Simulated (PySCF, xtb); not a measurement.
Os(O)3(OH)2 (H2O5Os), SMILES [O]=[Os](=[O])(=[O])([OH])[OH], multiplicity 1. Other conformers were not sampled.

Harmonic wavenumbers (cm⁻¹) from GFN2-xTB run with xtb at its own minimum, in rising order: 59, 223, 243, 275, 284, 297, 356, 421, 429, 481, 484, 804, 839, 847, 852, 934, 3468, 3481.

Q: What does PySCF 2.14.0 with B3LYP-D3(BJ)/def2-SVP give at its own minimum? (The exact figures need the calculation; the answer reports its results.)

A: 101, 260, 280, 305, 321, 335, 392, 509, 545, 637, 655, 937, 945, 970, 989, 995, 3766, 3770. Paired by order, the mean absolute difference is 107 cm⁻¹ and the zero-point energies are 21.1 and 23.9 kcal/mol.
